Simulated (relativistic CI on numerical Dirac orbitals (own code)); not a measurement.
Electric-dipole lines of Pt⁴⁵⁺

Computed by Dirac-Coulomb-Breit CI, separate exchange-only KLI orbitals for each configuration, model QED (radiative potential, 1s self-energy scaled to tabulated hydrogen-like ionisation energies), unscaled Slater integrals (own radial code, finite nucleus).

Configuration list (outside the closed core [Ar] 3d10): 4s²4p³, 4s4p⁴, 4s²4p²4d, 4p⁵, 4s4p³4d, 4s²4p²4f, 4s4p³4f, 4p⁴4d, 4s4p²4d², 4s²4p4d4f, 4p⁴4f, 4p³4d4f, 4s4p²4f², 4s²4p²5s, 4p⁴5s, 4s²4p²5p, 4s4p²4d5s, 4s²4p4f5s, 4s4p³5s, 4s²4p²5d, 4s4p³5p, 4s²4p²5f, 4s²4p²5g, 4s4p³5d, 4p³4f5s, 4s4p³5f, 4s²4p²6s, 4s²4p4d², 4s²4d³, 4s4p4d³, 4s²4d²4f, 4s4p4d²4f, 4s²4d²5s, 4p³4d², 4p²4d³, 4p²4d²4f, 4p²4d²5s, 4s²4p4f², 4s²4d4f², 4s4p4d4f², 4s²4f³, 4s4p4f³, 4s²4f²5s, 4p³4f², 4p²4d4f², 4p²4f³, 4p²4f²5s, 4s4p²4d4f, 4s4p4d4f5s, 4s²4p4d5s, 4s4p4d²5s, 4s²4d4f5s, 4s²4d5s², 4p³4d5s, 4p²4d4f5s, 4p²4d5s², 4s4p²4f5s, 4s4p4f²5s, 4s4p4f5s², 4s²4p5s², 4s4p4d5s², 4s²4f5s². Double excitations out of closed p, d and f shells are left out; levels of such configurations are missing from the list, as are those of other unlisted configurations, and high levels can miss mixing partners. These lack a partner that the ground configuration has and come out too high: 4s²4p²5p, 4s²4p²5d, 4s4p³5p, 4s²4p²5f, 4s²4p²5g.

```csv
λ vac (Å),Lower,Upper,A (s⁻¹),gf,Branching (%)
39.147,4s²4p²4d ²G7/2 [14],4s²4p4d² ²G°7/2 [147],1.56e+12,2.86e+00,42.5
39.206,4s²4p²4d ²D3/2 [5],4s²4p4d² ⁴F°3/2 [60],3.34e+12,3.08e+00,97.9
39.629,4s²4p²4d ²D5/2 [6],4s²4p4d² ⁴D°3/2 [76],2.39e+12,2.25e+00,91.9
39.649,4s²4p³ ²P°3/2 [1],4s²4p²4d ²P1/2 [17],2.38e+12,1.12e+00,99.5
39.761,4s²4p³ ²P°3/2 [1],4s²4p²4d ²D3/2 [16],2.93e+12,2.78e+00,99.9
39.770,4s²4p²4d ⁴D7/2 [18],4s²4p4d² ⁴P°5/2 [161],1.61e+12,2.29e+00,82.6
39.816,4s4p⁴ ⁴P5/2 [7],4s4p³4d ⁴D°7/2 [102],9.01e+11,1.71e+00,52.7
39.941,4s4p⁴ ⁴P5/2 [7],4s4p³4d ⁴P°3/2 [100],1.76e+12,1.69e+00,73.4
39.980,4s²4p³ ⁴S°3/2 [2],4s²4p²4d ⁴P1/2 [43],2.09e+12,1.00e+00,98.1
39.988,4s²4p³ ⁴S°3/2 [2],4s²4p²4d ²D5/2 [42],7.97e+11,1.15e+00,41.2
39.995,4s²4p³ ²P°3/2 [1],4s²4p²4d ²D5/2 [15],2.23e+12,3.20e+00,99.7
40.046,4s4p³4d ⁴F°7/2 [31],4s²4p4d4f ⁴G7/2 [253],1.92e+12,3.69e+00,86.7
40.081,4s²4p³ ⁴S°3/2 [2],4s²4p²4d ²D3/2 [40],1.61e+12,1.55e+00,69.2
40.140,4s²4p²4d ⁴D7/2 [18],4s²4p4d² ²F°7/2 [156],1.22e+12,2.36e+00,54.4
40.184,4s²4p²4d ²D5/2 [6],4s²4p4d² ⁴D°5/2 [72],2.09e+12,3.04e+00,92.2
40.235,4s4p⁴ ⁴P5/2 [7],4s4p³4d ⁴P°5/2 [96],1.16e+12,1.69e+00,67.3
40.287,4s²4p²4d ²D5/2 [6],4s²4p4d² ²F°7/2 [71],1.87e+12,3.65e+00,95.3
40.291,4s²4p³ ²P°1/2 [4],4s²4p²4d ²D3/2 [47],1.80e+12,1.75e+00,98.0
40.482,4s²4p²4d ²D5/2 [21],4s²4p4d² ²F°7/2 [166],1.28e+12,2.52e+00,73.4
40.514,4s²4p³ ²D°5/2 [3],4s²4p²4d ²F7/2 [44],1.76e+12,3.46e+00,100.0
40.613,4s²4p²4d ²G9/2 [20],4s²4p4d² ⁴G°11/2 [163],1.46e+12,4.33e+00,99.7
40.782,4s²4p³ ²D°5/2 [3],4s²4p²4d ²D5/2 [42],1.14e+12,1.70e+00,58.8
41.177,4s²4p²4d ²G9/2 [20],4s²4p4d² ⁴G°9/2 [155],1.48e+12,3.77e+00,68.0
41.335,4s²4p²4d ²D5/2 [15],4s²4p4d² ²G°7/2 [147],1.92e+12,3.94e+00,52.6
41.625,4s²4p²4d ²D3/2 [16],4s²4p4d² ⁴F°5/2 [146],1.80e+12,2.80e+00,44.5
41.858,4s²4p²4d ²F7/2 [22],4s²4p4d² ²G°9/2 [169],1.02e+12,2.69e+00,90.3
42.327,4s²4p²4d ²D3/2 [5],4s²4p4d² ⁴G°5/2 [56],9.46e+11,1.52e+00,95.5
48.158,4s²4p²4d ²G7/2 [14],4s4p³4d ²G°7/2 [108],8.99e+11,2.50e+00,39.2
49.053,4s²4p³ ²D°5/2 [3],4s4p⁴ ²P3/2 [29],1.09e+12,1.58e+00,73.7
49.217,4s²4p²4d ²D3/2 [5],4s4p³4d ²F°5/2 [39],1.05e+12,2.29e+00,94.8
50.161,4s²4p³ ²P°3/2 [1],4s4p⁴ ²P3/2 [9],7.19e+11,1.09e+00,92.9
50.875,4s²4p²4d ²D5/2 [6],4s4p³4d ⁴D°7/2 [50],3.88e+11,1.20e+00,44.7
51.502,4s²4p²4d ²G7/2 [14],4s²4p²4f ²H°9/2 [93],1.16e+12,4.62e+00,98.7
51.590,4s²4p³ ²D°5/2 [3],4s4p⁴ ²D5/2 [27],7.58e+11,1.82e+00,96.9
52.146,4s²4p³ ⁴S°3/2 [2],4s4p⁴ ⁴P3/2 [26],7.13e+11,1.16e+00,89.6
53.393,4s²4p²4d ²F7/2 [44],4s²4p4d² ²G°9/2 [206],1.49e+12,6.35e+00,66.1
56.686,4s²4p³ ²P°3/2 [10],4s²4p²4d ²D5/2 [58],1.24e+12,3.60e+00,97.5
57.271,4s²4p³ ⁴S°3/2 [2],4s²4p²4d ²D5/2 [23],8.73e+11,2.58e+00,83.9
57.470,4s²4p²4d ⁴F9/2 [49],4s²4p²4f ⁴G°11/2 [202],8.67e+11,5.15e+00,93.3
57.583,4s4p⁴ ⁴P5/2 [7],4s4p³4d ⁴D°7/2 [50],4.28e+11,1.70e+00,49.3
57.899,4s4p⁴ ²D5/2 [27],4s4p³4d ²F°7/2 [131],7.81e+11,3.14e+00,50.2
57.927,4s²4p³ ²P°3/2 [10],4s²4p²4d ²P3/2 [57],8.72e+11,1.75e+00,94.5
58.452,4s²4p²4d ²D5/2 [23],4s4p³4d ⁴D°7/2 [106],6.54e+11,2.68e+00,45.1
58.982,4s²4p³ ²D°5/2 [3],4s²4p²4d ²F7/2 [22],6.19e+11,2.58e+00,100.0
59.863,4s4p⁴ ²P3/2 [9],4s4p³4d ²D°5/2 [54],5.63e+11,1.81e+00,54.5
```

Terms are leading LS components. Brackets give the number of a level in order of energy, since labels repeat. The list gives strong lines, with weight on those to low levels, without lines whose two gauges differ by over a factor of 2.5, among the lowest 400 of 11824 levels, so that lines to higher ones, which can be the strongest, are missing. Levels whose partners in the same complex of configurations lie outside the list can be far off, and so can their lines. Rates are taken at the computed energies, electric ones in the length gauge.

At this charge energies of transitions that change n are usually good to better than 1 %, and those within a shell (Δn = 0) to a few per cent.

LS names give the leading component of a level, which can be under half, so a name can repeat, a term be missing and a line seem to break the LS rules.
